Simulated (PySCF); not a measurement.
**GaHCl + Cl₂ → GaCl₂ + HCl**

Level: PBE0 in the def2-TZVP basis family, all electrons, no relativity, computed in PySCF with density fitting; open shells unrestricted.

```
species                                       state and structure       E (Eh)  ZPE (kJ/mol)  H(298 K) − H(0) (kJ/mol)  S° (J/(mol K))
  GaHCl  doublet, Cs, Ga–Cl 2.168 Å, Ga–H 1.604 Å; Cl–Ga–H 115.6°  -2385.27294          16.0                      11.3           270.0
    Cl₂                               singlet, D∞h, Cl–Cl 1.982 Å   -920.08940           3.5                       9.1           222.5
  GaCl₂         doublet, C2v, Ga–Cl 2.160 Å (×2); Cl–Ga–Cl 119.3°  -2844.80901           5.4                      13.4           302.2
    HCl                                singlet, C∞v, H–Cl 1.279 Å   -460.66440          17.9                       8.7           186.6
```

(1) What is the electronic reaction energy?

(2) Add zero-point, thermal and entropy terms for 298.15 K and 1 bar.

Answers

(1) At PBE0/def2-TZVP, ΔE = -291.6 kJ/mol from the differences of the total energies times 2625.5, downhill. Chlorination of this kind underlies dry etching.

(2) ΔZPE = 3.8 and Δ[H(298) − H(0)] = 1.7 kJ/mol give ΔH° = -286.1 kJ/mol. ΔS° = -3.7 J/(mol K), so ΔG° = -286.1 − 298.15 × (-0.0037) = -285 kJ/mol.

The structures come from searches over a few start shapes, so lower isomers are not excluded.
